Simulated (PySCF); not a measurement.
## Trend along the fifth-period p block: MK molecules

PBE0 with double-zeta basis sets in PySCF, for the lowest determinant that a PBE0 search found; no spin–orbit coupling. De refers to high-spin ground-configuration atoms. A positive dipole means M(−)K(+).

```json
{"M": "Sn", "basis": "def2-SVP", "state (unpaired electrons)": "quartet (σ ↑, π ↑↑)", "Re (Å)": "3.280", "ωe (cm⁻¹)": "135", "De (eV)": "1.31", "μ (D)": "9.64"}
{"M": "Sb", "basis": "def2-SVP", "state (unpaired electrons)": "triplet (π ↑↑)", "Re (Å)": "3.341", "ωe (cm⁻¹)": "141", "De (eV)": "1.13", "μ (D)": "9.16"}
{"M": "Te", "basis": "def2-SVP", "state (unpaired electrons)": "doublet (π ↑)", "Re (Å)": "3.180", "ωe (cm⁻¹)": "167", "De (eV)": "2.18", "μ (D)": "10.59"}
{"M": "I", "basis": "def2-SVP", "state (unpaired electrons)": "singlet (closed shell)", "Re (Å)": "3.071", "ωe (cm⁻¹)": "184", "De (eV)": "3.38", "μ (D)": "11.10"}
```

The shortest bond is that of KI (3.071 Å), the longest that of KSb (3.341 Å). KI is bound most strongly (3.38 eV) and KSb least (1.13 eV).

The state changes along the series, so neighbouring rows are not always alike in their bonding.

Spin–orbit coupling is left out, which matters for elements this heavy, above all for dissociation energies. States were picked by a PBE0 search and need not be the measured ground states.
